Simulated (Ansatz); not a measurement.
Computed with Ansatz on PBE0-D4/def2-TZVP structures; ΔE is electronic, products minus reactants. CCSD(T)/CBS is the MP2 limit (def2-TZVPP, def2-QZVPP) plus CCSD(T) − MP2 in def2-TZVPP, frozen cores. This one scheme is used for every species. Double bonds are as drawn, so ΔE can hold a change between cis and trans. DFT in def2-TZVPP. B3LYP here is the variant with VWN-RPA as its local correlation; programs differ in this. For Ga outer-core shells are correlated without core-valence functions, which leaves a few kJ/mol of doubt a bond. Scalar relativity is left out up to krypton. One conformer a species, not always the lowest.

Reaction (formal exchange of groups at a Ga–C bond): `F[CH](F)[GaH2]` + `O/C=N/[SiH3]` → `O/[C]([GaH2])=N/[SiH3]` + `FCF`

`F[CH](F)[GaH2]`:

```xyz
7

F     0.045    1.745   -0.497
C     0.042    0.400   -0.783
F     1.241    0.112   -1.376
Ga   -0.154   -0.599    0.967
H    -0.732    0.243   -1.543
H    -1.518   -1.295    1.300
H     1.076   -0.604    1.931
```

`O/C=N/[SiH3]`:

```xyz
9

O    -0.466    2.379   -0.312
C    -0.530    1.071   -0.051
N     0.447    0.293   -0.178
Si    0.409   -1.403    0.146
H     0.442    2.561   -0.597
H    -1.542    0.808    0.278
H    -0.939   -1.856    0.604
H     0.771   -2.139   -1.091
H     1.407   -1.714    1.201
```

`O/[C]([GaH2])=N/[SiH3]`:

Cartesian coordinates in Å:
```
O -0.722 -0.258 2.303
C -0.364 -0.053 1.032
Ga 0.860 -1.413 0.167
N -0.794 0.974 0.405
Si -0.240 1.083 -1.212
H -1.303 0.479 2.560
H 0.211 -2.683 -0.476
H 2.402 -1.246 0.371
H -1.323 0.998 -2.221
H 0.658 -0.145 -1.458
H 0.615 2.265 -1.471
```

`FCF`:

```xyz
5

F     0.440   -0.528    1.115
C    -0.025   -0.041   -0.057
F     0.034    1.309   -0.017
H     0.619   -0.397   -0.866
H    -1.069   -0.344   -0.175
```

| level | ΔE (kJ/mol) |
| --- | --- |
| B3LYP-D4 | -38.9 |
| ωB97M-V | -41.1 |
| PBE0 | -41.1 |
| B3LYP | -29.6 |

(1) What does CCSD(T)/CBS give? (Best estimate.)

Largest T1 diagnostic among the species: 0.015.

Results:

(1) Ansatz gave: -48.3 kJ/mol. The listed levels differ from it by 9.4, 7.2, 7.2, 18.7 kJ/mol.

In def2-TZVPP, CCSD(T) changes the Hartree–Fock value by −19.4 kJ/mol (the triples alone add −3.9 kJ/mol) and MP2 by −21.9 kJ/mol. The D4 term adds −9.3 kJ/mol with B3LYP and −5.0 kJ/mol with PBE0; it sums over pairs of atoms, weighted by their polarisabilities, and B3LYP, whose exchange is more repulsive, gets the larger term.
